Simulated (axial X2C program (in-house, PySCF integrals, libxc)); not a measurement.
# How the levels of RuI (d7 s0 p(π)0 orbitals) move with the bond length

Computed with an axial X2C code built on PySCF integrals: two-component X2C with atomic mean-field Coulomb and Gaunt terms, basis Ru dyall-v3z, I dyall-v3z (cores contracted in-house). Orbitals come from Hartree–Fock averaged over the configuration Ru d7 s0 p(π)0; CI then distributes these electrons over the d, s, p(π) shells of Ru.

At R = 2.713 Å:

```json
{"Ω": "9/2", "energy (cm⁻¹)": "0", "g∥": "11.99", "μ (D)": "-6.99", "configuration": "100% d7"}
{"Ω": "1/2", "energy (cm⁻¹)": "378", "g∥": "1.45", "μ (D)": "-7.09", "configuration": "100% d7"}
{"Ω": "7/2", "energy (cm⁻¹)": "408", "g∥": "8.84", "μ (D)": "-7.06", "configuration": "100% d7"}
{"Ω": "3/2", "energy (cm⁻¹)": "457", "g∥": "4.24", "μ (D)": "-7.10", "configuration": "100% d7"}
{"Ω": "5/2", "energy (cm⁻¹)": "544", "g∥": "6.59", "μ (D)": "-7.11", "configuration": "100% d7"}
{"Ω": "7/2", "energy (cm⁻¹)": "1637", "g∥": "9.14", "μ (D)": "-7.05", "configuration": "100% d7"}
{"Ω": "5/2", "energy (cm⁻¹)": "1663", "g∥": "5.59", "μ (D)": "-7.05", "configuration": "100% d7"}
{"Ω": "3/2", "energy (cm⁻¹)": "1796", "g∥": "3.55", "μ (D)": "-7.08", "configuration": "100% d7"}
{"Ω": "1/2", "energy (cm⁻¹)": "1848", "g∥": "1.30", "μ (D)": "-7.09", "configuration": "100% d7"}
{"Ω": "3/2", "energy (cm⁻¹)": "2568", "g∥": "2.13", "μ (D)": "-7.05", "configuration": "100% d7"}
{"Ω": "5/2", "energy (cm⁻¹)": "2622", "g∥": "5.80", "μ (D)": "-7.05", "configuration": "100% d7"}
{"Ω": "1/2", "energy (cm⁻¹)": "2792", "g∥": "1.55", "μ (D)": "-7.08", "configuration": "100% d7"}
{"Ω": "3/2", "energy (cm⁻¹)": "3224", "g∥": "2.09", "μ (D)": "-7.05", "configuration": "100% d7"}
{"Ω": "1/2", "energy (cm⁻¹)": "3393", "g∥": "0.30", "μ (D)": "-7.07", "configuration": "100% d7"}
```

g∥ is the magnitude of 2⟨Lz + ge Sz⟩ for the +Ω component. μ is positive if the I end is positive. The lowest 14 levels at most are listed.

At R = 2.822 Å:

```csv
Ω,energy (cm⁻¹),g∥,μ (D),configuration
9/2,0,11.99,-7.49,100% d7
1/2,361,1.46,-7.56,100% d7
7/2,402,8.83,-7.55,100% d7
3/2,444,4.25,-7.57,100% d7
5/2,537,6.59,-7.59,100% d7
7/2,1643,9.15,-7.54,100% d7
5/2,1651,5.60,-7.53,100% d7
3/2,1781,3.54,-7.56,100% d7
1/2,1841,1.30,-7.56,100% d7
3/2,2549,2.12,-7.52,100% d7
5/2,2625,5.80,-7.54,100% d7
1/2,2784,1.59,-7.55,100% d7
3/2,3223,2.10,-7.54,100% d7
1/2,3387,0.35,-7.54,100% d7
```

The lowest level lies 136 cm⁻¹ above the lowest at the first distance.

How does the gap from the lowest to the fifth level change between the two distances?

From 544 to 537 cm⁻¹, a factor of 0.99.

There is no dynamic correlation: spin–orbit spacings and, for f shells, spacings inside one term are the most reliable numbers, splittings between terms come out too wide, and energies between configurations are not reliable, so the lowest level need not be the ground state of the molecule. For d shells the ligand-field splittings (σ, π, δ) and their order can be off by a thousand cm⁻¹ or more. At most 4 roots were kept for each Ω > 0 (twice that for Ω = 0) within 3.2 eV of the lowest, so higher up levels can be missing between those listed; levels with Ω > 0 are doubly degenerate and listed once, Ω = 0 levels singly. States that fill the shells left empty in the average are placed too high.
